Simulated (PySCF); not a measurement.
Basis and Hamiltonian dependence of the excitation energy of V

V [Ar] 3d3 4s2 (4F) → V [Ar] 3d3 4s1 4p1 (high-spin determinant). All values are computed (PySCF 2.14, energy differences of UHF-based or UKS calculations, no spin-orbit coupling). Values in eV.

```tsv
basis	Hamiltonian	functions	UHF	LDA	PBE0	MP2 (valence)	CCSD(T) (valence)	CCSD(T) (valence and next inner shell)
aug-cc-pVDZ-DK	spin-free X2C	59	1.065	2.232	1.886	1.774	2.000	n/a
ANO-RCC-VTZP	spin-free X2C	59	1.049	2.256	1.895	1.749	1.994	2.089
aug-cc-pVDZ	non-relativistic	59	1.026	2.175	n/a	1.725	1.952	n/a
x2c-TZVPPall	spin-free X2C	64	1.116	2.305	1.951	1.832	2.065	2.169
def2-TZVPPD	non-relativistic	67	0.997	2.168	1.807	1.709	1.944	2.043
x2c-TZVPPall with one added diffuse shell each of s, p, d, f type	spin-free X2C	80	1.037	n/a	n/a	1.772	1.993	2.099
def2-QZVPPD	non-relativistic	93	1.001	2.165	1.804	1.752	1.968	2.070
x2c-QZVPPall	spin-free X2C	96	1.041	2.224	1.874	1.800	2.016	n/a
dyall-av2z	non-relativistic	101	1.004	2.177	1.811	1.707	1.936	n/a
aug-cc-pVTZ with one added diffuse shell each of s, p, d, f, g type	non-relativistic	118	0.999	2.169	1.806	1.759	n/a	n/a
x2c-QZVPPall with one added diffuse shell each of s, p, d, f, g type	spin-free X2C	121	1.041	2.224	1.873	1.812	n/a	n/a
aug-cc-pwCVTZ-DK	spin-free X2C	127	1.039	2.227	1.875	1.811	n/a	n/a
aug-cc-pwCVTZ	non-relativistic	127	0.999	2.168	1.807	1.763	n/a	n/a
```

Frozen in the all-electron rows: valence: [Ar]; valence and next inner shell: [Ne].

One determinant mixes LS terms of the configuration, so the numbers do not refer to single terms. Non-relativistic rows lack the scalar-relativistic shift.
